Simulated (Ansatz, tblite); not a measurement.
Isomers of Zn7Te6⁺ (doublet), found by a short tight-binding search and relaxed with PBE-D4/def2-SVP in Ansatz.

In the def2 sets Te takes a core potential; there is no spin–orbit coupling. The xTB rows come from tblite. Correlated methods freeze 87 core orbitals; core or outer-core shells of Te are correlated, in sets that lack core-valence functions. Single mean-field runs in def2-TZVP are fitted with def2-universal-jkfit.

Run but left out: HF/def2-SVP, MP2/def2-SVP (D: ⟨S²⟩ 1.28, where a pure state has 0.75).

A: At BLYP-D4/def2-TZVP the gap within one spin of the charge 1 doublet nearly closes, so an electron or hole may be smeared out by delocalisation error.

Other spin states weren't relaxed.

A:

```xyz
13

Zn    1.752   -1.696   -0.576
Zn    2.086    0.946   -1.017
Zn   -1.601    0.084   -0.696
Zn    0.528    1.545    1.412
Zn    0.125   -0.597   -3.480
Zn   -2.873    0.669    1.834
Zn    0.196   -1.089    1.855
Te    2.740   -0.102    1.447
Te   -0.697   -2.427   -0.178
Te   -4.098    0.466   -0.285
Te    2.841   -0.826   -2.800
Te   -0.098    2.332   -0.977
Te   -0.904    0.695    3.461
```

B:

Cartesian coordinates in Å:
```
Zn 0.6587 1.2275 -0.5987
Zn 0.4650 -2.2881 0.2566
Zn -2.5032 0.7139 0.3015
Zn 0.5880 -2.0843 -2.1275
Zn 2.8557 2.1867 -1.0212
Zn -0.3187 0.5670 2.0670
Zn 4.9838 1.4594 0.3991
Te -2.7675 -0.6559 -1.8920
Te 1.9340 -0.4263 1.2770
Te -0.9982 2.7691 0.7982
Te -2.5555 -0.8246 2.5264
Te -0.4030 0.3648 -2.9060
Te -1.9391 -3.0093 0.9194
```

C:

```
atom    x (Å)    y (Å)    z (Å)
 Zn1   1.0400   1.3802   2.1123
 Zn2  -1.6001  -0.0541   1.0187
 Zn3  -0.8909   0.6509  -2.6572
 Zn4  -0.6823  -2.0420  -1.9147
 Zn5   0.5960  -1.4402   1.9646
 Zn6   1.4643   3.8557   2.1400
 Zn7   1.1715   0.2486  -0.6956
 Te8  -0.8183   0.2564   3.5262
 Te9  -1.2724  -2.6298   0.5188
Te10  -2.3557  -1.1599  -3.7279
Te11   2.8552  -0.2876   1.2119
Te12  -0.8982   2.0225  -0.4375
Te13   1.3910  -0.8006  -3.0597
```

D:

```xyz
13

Zn    1.127   -0.054    5.373
Zn   -0.342    1.915   -0.309
Zn    0.339   -0.681    1.548
Zn   -1.683   -0.716   -0.402
Zn    0.976   -2.784   -1.044
Zn    1.526    1.265   -2.434
Zn    1.848   -1.147   -2.499
Te   -0.840   -2.921    0.787
Te   -1.112   -0.287   -2.935
Te    2.029    0.920    0.233
Te   -0.749    2.528   -2.900
Te   -2.426    1.312    1.096
Te   -0.693    0.651    3.485
```

Estimate which lies lowest at each level, and how far above it the others are (eV).


```csv
level,A,B,C,D
GFN1-xTB,1.03,0.00,0.73,0.73
GFN2-xTB,0.56,0.55,0.00,1.12
PBE-D4/def2-SVP,0.00,2.80,0.16,2.36
PBE-D4/def2-TZVP,0.00,2.40,0.24,2.07
BLYP-D4/def2-TZVP,0.00,1.81,0.26,1.80
r2SCAN-D4/def2-TZVP,0.00,3.04,0.31,2.58
PBE0-D4/def2-SVP,0.00,3.40,0.26,2.91
PBE0-D4/def2-TZVP,0.00,3.08,0.35,2.64
RPA@PBE/def2-SVP,0.00,3.01,0.10,2.78
```
Point groups (tolerance 0.1 Å): A Cs, B not assigned, C not assigned, D not assigned. Lower isomers may exist. From def2-SVP to def2-TZVP the PBE0 values move by up to 0.32 eV, so results in the small set are rough.
